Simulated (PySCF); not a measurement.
Compound: C₃H₇FSi.
Geometry (GFN2-xTB, Å), atoms numbered from 1 in this order:
```
atom  x, y, z in Å
C1    -1.7258    0.5984    0.7464
C2    -1.0471   -0.4044    0.2184
C3     0.0076   -0.2516   -0.8165
F4     0.0803   -1.4069   -1.5906
Si5    1.7493    0.0216   -0.0250
H6    -2.4550    0.4441    1.5222
H7    -1.5759    1.6154    0.4224
H8    -1.2060   -1.4217    0.5487
H9    -0.2392    0.5554   -1.5150
H10    2.0187   -1.1052    0.8642
H11    1.6751    1.2798    0.7149
H12    2.7192    0.0743   -1.1162
```

A PySCF run (density fitting, gas phase, GFN2-xTB geometry) gave HOMO -7.18 eV, LUMO -0.27 eV, dipole 1.69 D and E = -507.728 Eh.

Question: Which of these levels was it?
A. PBE0/pcSseg-1
B. CAM-B3LYP/IGLO-II
C. B97-2/pcSseg-1
D. CAM-B3LYP/def2-SVPD
E. WP04/pcSseg-1

Answer: C. It is B97-2/pcSseg-1. All candidates on this geometry:

| level and settings | kind | basis functions | SCF cycles | E (Eh) | HOMO (eV) | LUMO (eV) | dipole (D) |
| --- | --- | --- | --- | --- | --- | --- | --- |
| WP04/pcSseg-1 | global hybrid fitted to proton shifts | 127 | 15 | -515.8327 | -8.54 | -2.25 | 1.88 |
| B97-2/pcSseg-1 | global hybrid | 127 | 14 | -507.7275 | -7.18 | -0.27 | 1.69 |
| PBE0/pcSseg-1 | global hybrid | 127 | 14 | -507.4200 | -7.43 | -0.23 | 1.68 |
| CAM-B3LYP/def2-SVPD | range-separated hybrid | 163 | 12 | -507.4912 | -8.79 | 0.75 | 1.75 |
| CAM-B3LYP/IGLO-II, level shift 0.1 Eh, energy threshold 1e-08 Eh | range-separated hybrid | 165 | 10 | -507.7847 | -8.73 | 0.90 | 1.69 |

The nearest other candidate, by the summed differences of HOMO and LUMO, is PBE0/pcSseg-1: its HOMO differs by -0.25 eV and its LUMO by +0.04 eV. Cycle counts include a coarse-grid stage where the run had one. WP04 was designed for NMR shieldings or shifts; total energies of different functionals aren't comparable.
